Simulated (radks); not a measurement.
The numbers below are computed, except where a source is named.
Question: The mean radii <r> (bohr) of the occupied orbitals of an atom or ion are listed with their occupations. Level of theory: scalar-relativistic Kohn-Sham, PBE, spin-polarised, spherical densities, point nucleus (a radial shooting solver on a logarithmic mesh with Libxc functionals).

| orbital | occ. | <r> |
|---|---|---|
| 1s up | 1 | 0.01858 |
| 1s down | 1 | 0.01858 |
| 2s up | 1 | 0.07530 |

Name the element and its charge. Open shells, if any, are filled with parallel spins first.

Answer: Z = 73, tantalum, charge +70: Ta70+ in [He] 2s1. The 1s radius gives Z: for a bare nucleus <r> = (2 gamma + 1)/(2Z) with gamma = sqrt(1 - (Z/c)^2), 0.01844 bohr for Z = 73, and screening makes it slightly larger (0.01858 here). The occupations add up to 3, and the charge is Z minus that.
